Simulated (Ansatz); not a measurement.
`F[CH2][GeH2][Br]` + GeH₄ → `F[CH2][GeH2][GeH3]` + HBr  (formal exchange of groups at a Ge–Br bond)

Isolated molecules relaxed with PBE0-D4/def2-TZVP in Ansatz; ΔE leaves out vibrations. CBS: MP2 limit from def2 TZ/QZ plus the TZ coupled-cluster correction, frozen cores. Functionals use def2-TZVPP. B3LYP here is the variant with VWN-RPA as its local correlation; programs differ in this. For Br, Ge outer-core shells are correlated without core-valence functions, which leaves a few kJ/mol of doubt a bond. Scalar relativity is left out up to krypton. Each species was taken in one conformer, which may not be the lowest.

```
             level  ΔE (kJ/mol)  difference from CCSD(T)/CBS
            PBE-D4         47.4                         -4.8
         r2SCAN-D4         54.4                          2.2
           PBE0-D4         51.6                         -0.6
          B3LYP-D4         54.0                          1.8
           ωB97X-V         57.5                          5.3
           ωB97M-V         56.0                          3.8
            B2PLYP         56.9                          4.7
               PBE         48.9                         -3.3
            r2SCAN         55.0                          2.8
              PBE0         53.1                          0.9
             B3LYP         56.2                          4.0
     HF/def2-TZVPP         76.7                         24.5
    MP2/def2-TZVPP         55.3                          3.1
SCS-MP2/def2-TZVPP         58.4                          6.2
   CCSD/def2-TZVPP         53.0                          0.8
CCSD(T)/def2-TZVPP         51.5                         -0.7
     HF/def2-QZVPP         77.2                         25.0
    MP2/def2-QZVPP         55.9                          3.7
SCS-MP2/def2-QZVPP         59.4                          7.2
      HF/CBS(def2)         77.3                         25.1
     MP2/CBS(def2)         56.0                          3.8
    CCSD/CBS(def2)         53.7                          1.5
       CCSD(T)/CBS         52.2                            0
```

Largest T1 diagnostic among the species: 0.012.

From PBE to PBE0 (25 % exact exchange), in def2-TZVPP and without D4, ΔE moves by +4.2 kJ/mol. In def2-TZVPP, CCSD(T) changes the Hartree–Fock value by −25.2 kJ/mol (the triples alone add −1.5 kJ/mol) and MP2 by −21.4 kJ/mol.
